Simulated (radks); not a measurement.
The numbers below are computed, except where a source is named.
Valence configurations of the tin ion Sn+ (all share [Kr]). Code: a radial shooting solver on a logarithmic mesh with Libxc functionals. Model: Dirac Kohn-Sham, PBE, spin-unpolarised, spherical densities, finite nucleus; open shells fill j = l - 1/2 first; Fermi nuclear charge, rms radius 4.6519 fm. Order these by energy: 4d10 5p3; 4d7 5s1 5p5; 4d10 5s1.5 5p1.5; 4d8 5s2 5p3; 4d9 5s2 5p2; 4d9 5p4; 4d10 5s1 5p2; 4d9.5 5s2 5p1.5; 4d10 5s2 5p1; 4d7 5s2 5p4.

Answer. From the lowest, in eV above it: 4d10 5s2 5p1 0.000; 4d10 5s1.5 5p1.5 3.587; 4d10 5s1 5p2 7.211; 4d9.5 5s2 5p1.5 11.864; 4d10 5p3 15.185; 4d9 5s2 5p2 24.814; 4d9 5p4 42.124; 4d8 5s2 5p3 54.793; 4d7 5s2 5p4 89.417; 4d7 5s1 5p5 99.442. NIST lists [Kr] 4d10 5s2 5p1 as the ground configuration; this level of theory agrees among the configurations tried. The energies are those of spherical spin-averaged densities, not of single terms.
